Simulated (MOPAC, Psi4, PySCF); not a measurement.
Intermolecular potential of HBr ··· H3B (SMILES Br and B). Monomers: optimised at B3LYP-D3(BJ) (def2-TZVP), held rigid. Orientation: a random orientation, not optimised. R is the distance of the centres of mass, along which the second monomer moves.

Geometry at R = 3.97 Å (first 2 atoms: monomer A):
```
6

Br     0.7124     0.0000     0.0000
H     -0.7124     0.0000     0.0000
B      1.0972     1.7437     3.5448
H      0.2140     0.9662     3.7176
H      1.5406     2.3539     4.4643
H      1.5365     1.9116     2.4524
```

Computed with: RKS-B3LYP/LANL2DZ = restricted B3LYP/LANL2DZ, with its core potentials past Ne, no counterpoise correction in PySCF; RKS-B3LYP/6-31G* = restricted B3LYP/6-31G*, spherical d, no counterpoise correction (PySCF); PM6, restricted, heats of formation (MOPAC); CCSD(T)/aug-cc-pVDZ = Psi4 with DF-CCSD(T)/aug-cc-pVDZ, frozen core, counterpoise-corrected.

Interaction energies in kJ/mol; the last columns give the difference from CCSD(T):

```
R / Å  RKS-B3LYP/LANL2DZ  RKS-B3LYP/6-31G*    PM6  CCSD(T)/aug-cc-pVDZ  RKS-B3LYP/LANL2DZ − CCSD(T)/aug-cc-pVDZ  RKS-B3LYP/6-31G* − CCSD(T)/aug-cc-pVDZ  PM6 − CCSD(T)/aug-cc-pVDZ
-----  -----------------  ----------------  -----  -------------------  ---------------------------------------  --------------------------------------  -------------------------
3.41               19.51             18.72   0.61                16.96                                     2.55                                    1.75                     -16.35
3.57               11.99             11.41  -0.96                 9.44                                     2.55                                    1.97                     -10.41
3.74                7.13              6.73  -1.55                 4.71                                     2.42                                    2.01                      -6.26
3.97                3.52              3.33  -1.29                 1.43                                     2.09                                    1.91                      -2.72
4.13                2.14              2.10  -0.93                 0.33                                     1.80                                    1.77                      -1.26
4.33                1.13              1.25  -0.58                -0.31                                     1.44                                    1.56                      -0.26
4.70                0.29              0.60  -0.23                -0.57                                     0.86                                    1.17                       0.34
5.00                0.05              0.40  -0.09                -0.48                                     0.54                                    0.88                       0.39
5.47               -0.04              0.24  -0.01                -0.30                                     0.26                                    0.54                       0.29
6.13                0.00              0.12   0.00                -0.14                                     0.14                                    0.26                       0.14
7.20                0.02              0.04   0.00                -0.04                                     0.06                                    0.08                       0.04
8.45                0.01              0.02   0.00                -0.01                                     0.02                                    0.03                       0.01
```

RKS-B3LYP/LANL2DZ is furthest from CCSD(T)/aug-cc-pVDZ at 3.57 (2.55 kJ/mol, above); its mean absolute difference over the points is 1.23 kJ/mol.

RKS-B3LYP/6-31G* is furthest from CCSD(T)/aug-cc-pVDZ at 3.74 (2.01 kJ/mol, above); its mean absolute difference over the points is 1.16 kJ/mol.

PM6 is furthest from CCSD(T)/aug-cc-pVDZ at 3.41 (-16.35 kJ/mol, below); its mean absolute difference over the points is 3.21 kJ/mol.
